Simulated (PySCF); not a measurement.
Ge(H)2(Et)(OH) (C₂H₈GeO), SMILES [GeH2]([OH])[CH2]C. Coordinates come from a PBE-D3(BJ)/def2-SVP optimisation. This is a generated structure with no PubChem entry under its InChIKey; it may be hypothetical. One conformer was computed; it need not be the lowest.

Computed equilibrium geometry at PBE-D3(BJ)/def2-SVP (PySCF confirms it by a frequency run) as a Z-matrix (one conformer of several):
```
C
H 1 1.1103
H 1 1.1113 2 106.62
C 1 1.5313 2 111.05 3 121.72
H 4 1.1098 1 112.04 2 -57.38
H 4 1.1100 5 107.28 1 -121.99
H 4 1.1104 5 107.18 6 -115.07
Ge 1 1.9727 2 106.90 3 -115.12
O 8 1.8121 1 109.36 2 -67.67
H 9 0.9741 8 110.45 1 -78.99
H 8 1.5494 9 103.93 10 160.86
H 8 1.5628 11 111.25 9 117.51
```
